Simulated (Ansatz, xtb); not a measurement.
Ligand exchange: C3H6O2 + HOI → C3H6O3 + HI

Species: C3H6O2 (methoxyacetaldehyde) `COCC=O`, singlet; HOI (hypoiodous acid) `OI`, singlet; C3H6O3 (methoxyacetic acid) `COCC(=O)O`, singlet; HI (hydrogen iodide), singlet. The partners trade H for OH: C–H and I–OH bonds give way to C–OH and I–H.

Shapes, held fixed at every level: PBE0-D4/def2-TZVP. Flexible molecules stand in one conformer, not always the lowest. Programs: Ansatz 0.2.0, xtb 6.7.1. Electronic energies: no zero-point or thermal term.

(1) Estimate ΔE of this reaction.

Answers

(1) The highest level, CCSD(T)/def2-TZVPP, gives ΔE = -182.1 kJ/mol; the levels span -196.6 to -173.5. The column of differences is taken from that level and isn't an error. No measured value is set beside it here. For atoms past krypton def2 sets carry core potentials with scalar relativity. Outer-core shells of I are correlated in most correlated rows, in sets that cover them unevenly.

```tsv
level	kind	ΔE (kJ/mol)	less CCSD(T)/def2-TZVPP
GFN2-xTB	semi-empirical	-196.6	-14.5
PBE-D4/def2-TZVPP	GGA	-176.2	+5.9
r2SCAN-D4/def2-TZVPP	meta-GGA	-189.1	-7.0
B3LYP-D4/def2-TZVPP	global hybrid	-173.5	+8.6
PBE0-D4/def2-TZVPP	global hybrid	-188.1	-6.0
wB97X-V/def2-TZVPP	range-separated hybrid	-183.3	-1.2
B2PLYP/def2-TZVPP	double hybrid	-176.7	+5.4
MP2/def2-TZVPP	perturbation theory	-188.4	-6.3
CCSD(T)/def2-TZVPP	coupled cluster or CI	-182.1	0.0
```
